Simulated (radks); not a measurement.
Species: F IV. Configuration: 1s1 2s2 2p2 3p1 (not the ground configuration).

All-electron calculation, scalar-relativistic Kohn-Sham, r2SCAN, spin-unpolarised, spherical densities, finite nucleus; meta-GGA in the generalised Kohn-Sham scheme; Fermi nuclear charge, rms radius 2.8976 fm. Program: a radial shooting solver on a logarithmic mesh with Libxc functionals.

Energy parts (eV):
total: -1824.936
kinetic: 1823.454
electron-nucleus: -4086.672
Hartree: 590.647
exchange-correlation: -152.365

Orbitals (lengths in bohr, moments of r in powers of bohr; r(90%) holds 90 % of the orbital's charge):
orbital  occ.  eigenvalue (eV)    <r^2>     <r^4>  r(90%)     <r>
1s          1        -841.0441  0.03883  0.003895   0.303  0.1700
2s          2        -114.1992   0.7495    0.9823    1.24  0.7970
2p          2         -96.3627   0.6419    0.8406    1.18  0.7224
3p          1         -27.1554    6.597     66.28    3.55   2.403

The highest occupied level is 3p at -27.155 eV. The density falls to 0.001 e/bohr^3 at r = 3.56 bohr. Summed over all electrons, <r^2> = 9.419 bohr^2, which gives a Langevin (diamagnetic) susceptibility term of -7.46 x 10^-6 cm^3/mol. The electron density at the nucleus is 273 e/bohr^3 (large components only).
